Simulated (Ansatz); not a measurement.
An input meant for Te6Mo3 (charge 0, singlet; atoms displaced at random, 0.03 Å in each coordinate).

```yaml
crystal:
  periodic: [false, false, false]
  atoms:
    - {symbol: Mo, position_ang: [-1.255996, -0.248148, -0.066652]}
    - {symbol: Mo, position_ang: [0.143625, 1.581225, 0.079984]}
    - {symbol: Mo, position_ang: [1.443723, -0.844357, -0.307962]}
    - {symbol: Te, position_ang: [-3.431910, -0.044641, 1.294601]}
    - {symbol: Te, position_ang: [-0.138772, -2.336523, 1.163296]}
    - {symbol: Te, position_ang: [0.037752, 0.480387, -2.278926]}
    - {symbol: Te, position_ang: [2.549909, 0.942449, 1.296144]}
    - {symbol: Te, position_ang: [-2.260390, 2.499061, 0.677926]}
    - {symbol: Te, position_ang: [2.932227, -2.055690, -1.872242]}
basis:
  gaussian: {orbitals: def2-SVP, fitting: {mean_field: def2-universal-jkfit}}
hamiltonian: {xc: {name: HF}}
correlation: {active_space: {window: {electrons: 3, orbitals: 2}}}
scf: {omitted_lower_state_checks: [starts]}
output: {forces: true}
```

```sh
$ ansatz run in.yaml --threads 2 --pin off --events-out ev --progress --plain --max-ram 20480MiB --backend cpu
```

It prints (some lines left out):

```
Functional definition: HF
2073 factors; integrals over basis functions are off by at most 2.1e-2 eV
mean field evaluation 1: about -49101.6123 eV, gradient 3.1e1 eV
mean field evaluation 2: about -49101.9547 eV, gradient 3.9e1 eV
mean field evaluation 4: about -49105.4461 eV, gradient 9.6e0 eV
mean field evaluation 8: about -49105.9643 eV, gradient 1.1e0 eV
mean field evaluation 16: about -49106.0306 eV, gradient 5.8e-5 eV
mean field -49106.03060852 eV, -1804.6133396002 hartree, gradient 1.7e-6 eV, S^2 0.000000; 0 other end points of the search recorded, 0 dependent functions left out
reference -49106.03060852 eV, -1804.6133396002 hartree; 93, 93 occupied and 156, 156 virtual orbitals, 2073 factors
Error: 3 electrons in 2 orbitals form no window around the highest filled level of the reference
```

In this input the active space doesn't fit the electrons. The run stopped with an error.
